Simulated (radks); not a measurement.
Neutral rhodium: order these configurations by energy. Calculated with a radial shooting solver on a logarithmic mesh with Libxc functionals: scalar-relativistic Kohn-Sham, PBE, spin-polarised, spherical densities, finite nucleus; Fermi nuclear charge, rms radius of each element as measured or else 0.836 A^(1/3) + 0.57 fm. Open shells are filled with parallel spins first. [Kr] 4d7 5s1 5p1; [Kr] 4d7 5s2; [Kr] 4d8 5p1; [Kr] 4d8 5s1; [Kr] 4d9.

Answer. From the lowest, in eV above it: [Kr] 4d9 0.000; [Kr] 4d8 5s1 0.006; [Kr] 4d7 5s2 2.011; [Kr] 4d8 5p1 3.767; [Kr] 4d7 5s1 5p1 4.993.
